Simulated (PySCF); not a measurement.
SnHI, SMILES [SnH][I] (connectivity only; charge and spin as stated), neutral, multiplicity 1. Heavy atoms are numbered as in [SnH:1][I:3]. Hydrogens are named by the atom that carries them.

Coordinates come from a B3LYP-D3(BJ)/def2-TZVP optimisation. The def2 effective core potentials stand for the cores of I, Sn; spin–orbit coupling is left out.

Calculation: PySCF with PBE0/def2-TZVPD.

Mulliken values depend strongly on the basis, most of all with diffuse functions as here. ESP charges are fitted to the potential on shells at 1.4 to 2.0 van der Waals radii. Atomic charges (e), one atom of each kind:

| atom | Mulliken | ESP fit |
|---|---|---|
| Sn1 (SnH) | 0.27 | 0.30 |
| H on Sn1 | -0.04 | -0.10 |
| I3 | -0.22 | -0.20 |
